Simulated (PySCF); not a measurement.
Delta-SCF ions had no search for a lower state. Excitations are Tamm–Dancoff values on a coarser integration grid. The basis has no diffuse functions, so Rydberg states are missing or too high.

Cartesian coordinates (Å):
SMILES: C#C/C=C/C=C
```xyz
12

C      3.2167    -0.9937    -0.5243
C      2.0568    -0.9319    -0.2066
C      0.6970    -0.8940     0.1751
C     -0.0800     0.2024     0.1056
C     -1.4686     0.2233     0.5003
C     -2.2476     1.3067     0.4350
H      4.2395    -1.0409    -0.8063
H      0.2723    -1.8226     0.5460
H      0.3469     1.1286    -0.2653
H     -1.8823    -0.7109     0.8696
H     -3.2843     1.2794     0.7412
H     -1.8663     2.2537     0.0717
```
Charge 0, multiplicity 1.

Estimate the vertical ionisation energy (Delta-SCF), dipole moment, vertical electron affinity (Delta-SCF), total energy, S1 oscillator strength, HOMO–LUMO gap, S1 excitation (TDA) and S1–T1 gap (TDA) that PySCF 2.14.0 with ωB97X-D3(BJ)/def2-TZVP // B3LYP-D3(BJ)/def2-TZVP returns for this input.


```json
{
 "vertical ionisation energy (Delta-SCF)": "8.51 eV",
 "dipole_moment": "0.146 e·Å",
 "vertical electron affinity (Delta-SCF)": "-0.21 eV",
 "total_energy": "-232.3300 Ha",
 "S1 oscillator strength": "1.01",
 "HOMO–LUMO gap": "9.11 eV",
 "S1 excitation (TDA)": "5.34 eV",
 "S1–T1 gap (TDA)": "2.51 eV"
}
```
